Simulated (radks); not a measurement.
The numbers below are computed, except where a source is named.
These are the eigenvalues of the occupied orbitals of an atom or ion with whole-number occupations (eV). Code: a radial shooting solver on a logarithmic mesh with Libxc functionals. Model: Dirac Kohn-Sham, PBE, spin-unpolarised, spherical densities, point nucleus.

orbital  eigenvalue
1s1/2     -2220.276
2s1/2     -291.7490
2p1/2     -244.9539
2p3/2     -243.9393

Which element is it, and in what charge state? The configuration may be excited. Open shells, if any, fill j = l - 1/2 first.

Answer. Z = 15, phosphorus, charge +6: P6+ in [He] 2s2 2p5. The list shows which subshells hold electrons but not how many an open one holds; the 1s level, -81.594 hartree, gives Z - s = 12.8 by -(Z - s)^2/2, which with screening and relativity narrows Z to a few neighbours, and the depths of the outer levels then fix element, charge and occupations together.
